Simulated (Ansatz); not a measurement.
The pair A = C2H4 (SMILES C=C) (first 6 atoms), B = CH6Si (SMILES C[SiH3]); geometry from B3LYP-D3(BJ)/def2-TZVP.
(charge 0, multiplicity 1):
```xyz
14

C      0.491    -0.015     0.018
C     -0.809     0.218     0.125
H      1.218     0.544     0.593
H      0.881    -0.776    -0.648
H     -1.538    -0.341    -0.450
H     -1.196     0.978     0.792
C     -0.761    -1.016     3.771
Si     0.532     0.337     3.862
H     -1.716    -0.670     4.172
H     -0.450    -1.890     4.347
H     -0.917    -1.324     2.736
H      0.101     1.534     3.099
H      1.824    -0.127     3.300
H      0.761     0.748     5.269
```

Correlated levels freeze the cores. MP2 and its Hartree–Fock in aug-cc-pV(T+d)Z are density fitted.

Programs: Ansatz (a program for electronic structure). Each number belongs to the level named beside it.

The counterpoise-corrected interaction energy is E(AB) − E(A in the pair's basis) − E(B in the pair's basis). Total energies (hartree):

```json
[
 {"level": "HF/aug-cc-pV(D+d)Z", "AB": "-408.3434922", "A in the pair's basis": "-78.0439364", "B in the pair's basis": "-330.3011262"},
 {"level": "MP2/aug-cc-pV(D+d)Z", "AB": "-408.9029004", "A in the pair's basis": "-78.3288792", "B in the pair's basis": "-330.5718066"},
 {"level": "HF/aug-cc-pV(T+d)Z", "AB": "-408.3897221", "A in the pair's basis": "-78.0649345", "B in the pair's basis": "-330.3263594"},
 {"level": "MP2/aug-cc-pV(T+d)Z", "AB": "-409.0573389", "A in the pair's basis": "-78.4046966", "B in the pair's basis": "-330.6500123"},
 {"level": "CCSD(T)/aug-cc-pV(D+d)Z", "AB": "-408.9948745", "A in the pair's basis": "-78.3691044", "B in the pair's basis": "-330.6237145"}
]
```

**Question.** Work out the counterpoise-corrected interaction energy at the basis-set limit: extrapolate the MP2 correlation part as X⁻³, take Hartree–Fock from the larger set, and add the CCSD(T) − MP2 difference of aug-cc-pV(D+d)Z.

**Answer.** 
1. Differences (1 hartree = 627.509 kcal/mol): HF/aug-cc-pV(D+d)Z 0.985; MP2/aug-cc-pV(D+d)Z -1.390; HF/aug-cc-pV(T+d)Z 0.986; MP2/aug-cc-pV(T+d)Z -1.650; CCSD(T)/aug-cc-pV(D+d)Z -1.290.
2. Correlation parts, MP2 less HF: -2.375 in aug-cc-pV(D+d)Z (X = 2), -2.637 in aug-cc-pV(T+d)Z (X = 3).
3. Limit (3³·(-2.637) − 2³·(-2.375))/(3³ − 2³) = -2.747; with HF/aug-cc-pV(T+d)Z it gives -1.760.
4. CCSD(T) less MP2 in aug-cc-pV(D+d)Z: 0.100.
Result: -1.66 kcal/mol, against -1.39 at MP2/aug-cc-pV(D+d)Z. It is an estimate of this method's limit, not of the exact value.
